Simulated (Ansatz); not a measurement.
A calculation with Ansatz (development build ahead of 0.2.0).

```yaml
crystal:
  periodic: [false, false, false]
  atoms:
    - { symbol: H, position_ang: [1.215, 0.0, 0.333] }
    - { symbol: H, position_ang: [0.0, 1.215, 0.333] }
    - { symbol: H, position_ang: [-1.215, 0.0, 0.333] }
    - { symbol: H, position_ang: [0.0, -1.215, 0.333] }
    - { symbol: H, position_ang: [1.215, 0.0, -0.333] }
    - { symbol: H, position_ang: [0.0, 1.215, -0.333] }
    - { symbol: H, position_ang: [-1.215, 0.0, -0.333] }
    - { symbol: H, position_ang: [0.0, -1.215, -0.333] }
basis:
  gaussian: { orbitals: "6-31G" }
hamiltonian:
  xc: hf
correlation:
  method: mp2
  frozen_orbitals: { H: 0 }
output:
  forces: true
```

The input is written out in the form of the current development build from the run's settings.

Results

```
Converged          : yes
Reference energy   : -4.37908 hartree
Correlation energy : -0.07190 hartree
Total energy       : -4.45097 hartree
```

Forces (eV/Å):
```json
{"atom": "H1", "Fx": "1.691", "Fy": "0.000", "Fz": "2.548"}
{"atom": "H2", "Fx": "0.000", "Fy": "1.691", "Fz": "2.548"}
{"atom": "H3", "Fx": "-1.691", "Fy": "0.000", "Fz": "2.548"}
{"atom": "H4", "Fx": "0.000", "Fy": "-1.691", "Fz": "2.548"}
{"atom": "H5", "Fx": "1.691", "Fy": "0.000", "Fz": "-2.548"}
{"atom": "H6", "Fx": "0.000", "Fy": "1.691", "Fz": "-2.548"}
{"atom": "H7", "Fx": "-1.691", "Fy": "0.000", "Fz": "-2.548"}
{"atom": "H8", "Fx": "0.000", "Fy": "-1.691", "Fz": "-2.548"}
```

Caution: no unrestricted run beside it, a lower state can exist.
